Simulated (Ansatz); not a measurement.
Ideal-gas functions of `C[S][Mg][Cl]` at 500 K and 1 bar, from an Ansatz frequency run at PBE0-D4/def2-TZVP.

Molar mass 106.86 g/mol, point group Cs (symmetry number 1), electronic degeneracy 1, moments of inertia 35.636, 446.822, 479.257 u Å². Harmonic wavenumbers (cm⁻¹, unscaled): 64, 75, 114, 167, 309, 586, 718, 961, 974, 1349, 1475, 1479, 3064, 3150, 3151.

Use S(trans) = R[1.5 ln M + 2.5 ln T − 1.1517]; rotational temperatures θ = 24.2544 K / I; S(rot) = R[ln(√π/σ · √(T³/θAθBθC)) + 1.5]; for each mode x = 1.438777 ν̃/T, S = R[x/(eˣ − 1) − ln(1 − e⁻ˣ)] and H = RT x/(eˣ − 1); 1 cm⁻¹ = 0.0119627 kJ/mol; R = 8.31446 J/(mol·K).

By hand: the entropy, in J/(mol·K).

Translation 177.9. Rotation: θ = 0.6806, 0.0543, 0.0506 K, giving 120.9. Vibration, mode by mode: 22.39, 21.08, 17.62, 14.49, 9.56, 4.89, 3.62, 2.09, 2.02, 0.85, 0.63, 0.63, 0.01, 0.01, 0.01, in all 99.9. Electronic 0.0. Sum 398.7 J/(mol·K).

By hand: H − E and G − E in kJ/mol, counted from the electronic energy.

Zero-point energy ½ × 17636 × 0.0119627 = 105.5; thermal vibration 22.1; translation, rotation and pV give 4 RT = 16.6. H − E = 144.2 kJ/mol, and G − E = 144.2 − 500 × 398.7/1000 = -55.2 kJ/mol.

Vibration gives 25 % of the entropy, 61.1 J/(mol·K) of it from the modes under 150 cm⁻¹: soft modes count most, and the harmonic formula is weakest for them. The sum counts one conformer and one mirror image; others add a mixing term.
